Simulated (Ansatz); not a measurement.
A nudged elastic band was laid between two geometries of C4H8SSi (14 atoms, charge 0, multiplicity 1).

Level of theory: RKS PBE0/def2-SVP (Ansatz).

```yaml
movable_images: 5
climbing_image: yes
spring: 5.0 eV/Å²
optimiser: quadratic models (default)
start_path: through a guess of the saddle point
force_threshold: 0.05 eV/Å
iteration_limit: 60
end_points: relaxed
```

Image 0:

```xyz
14
Properties=species:S:1:pos:R:3
C -0.932 -0.589 1.118
C -0.006 -0.038 0.049
C 1.427 -0.544 0.149
Si -0.612 0.455 -1.687
C -0.102 1.445 -0.190
S 0.059 2.770 0.703
H -0.577 -0.284 2.117
H -0.959 -1.689 1.078
H -1.961 -0.218 1.004
H 2.074 -0.131 -0.641
H 1.456 -1.642 0.074
H 1.859 -0.245 1.120
H 0.320 0.290 -2.833
H -2.057 0.393 -2.032
```

Image 6:

```xyz
14
Properties=species:S:1:pos:R:3
C -0.907 -0.498 1.183
C -0.007 -0.034 0.053
C 1.424 -0.550 0.148
Si -0.650 0.342 -1.699
C -0.092 1.429 -0.290
S 0.097 2.812 0.504
H -0.521 -0.126 2.147
H -0.946 -1.597 1.223
H -1.936 -0.123 1.070
H 1.886 -0.189 1.083
H 2.052 -0.200 -0.686
H 1.439 -1.650 0.149
H 0.251 0.078 -2.851
H -2.104 0.277 -2.005
```

Task: What changes between the two ends?

Result: No bond is made or broken. The dihedral Si4–C2–C3–H11 goes from -93 to 28°. The two ends are copies of one structure, up to a mirror image or an exchange of like atoms.

Task: What energy profile does the band end with?

Result: It converged. The highest image is number 3 of 0 to 6, 0.121 eV above the ends, which have the same energy within 2 meV. A vibrational analysis at the climbing image gives one clearly imaginary mode, 212i cm⁻¹: a first-order saddle point.

```
image  path coordinate (Å)  energy (eV)  dihedral Si4–C2–C3–H11 (°)
    0                 0.00        0.000                         -93
    1                 0.82        0.005                         -84
    2                 1.65        0.069                         -56
    3                 2.49        0.121                         -28
    4                 3.24        0.075                          -4
    5                 3.99        0.007                          21
    6                 4.74        0.000                          28
```

Task: What is the geometry of the highest image?

Result: 
```xyz
14
Properties=species:S:1:pos:R:3
C -0.959 -0.573 1.017
C 0.084 -0.019 0.040
C 1.499 -0.534 0.268
Si -0.790 0.429 -1.610
C -0.105 1.442 -0.210
S 0.585 2.799 0.313
H -0.674 -0.298 2.047
H -1.013 -1.670 0.946
H -1.968 -0.168 0.840
H 2.185 0.308 0.454
H 1.880 -1.104 -0.592
H 1.541 -1.194 1.147
H -0.064 0.529 -2.904
H -2.215 0.022 -1.727
```

Task: What are the harmonic wavenumbers there?

Result: 212i, 81, 195, 235, 279, 307, 322, 410, 550, 565, 588, 608, 662, 750, 911, 949, 980, 999, 1093, 1158, 1205, 1354, 1374, 1396, 1455, 1459, 1462, 1467, 2250, 2278, 3039, 3056, 3131, 3152, 3154, 3156 cm⁻¹.

The run took 6.7 min on 2 threads of Arm Neoverse V2, with other jobs on the host, peak memory 0.38 GiB.
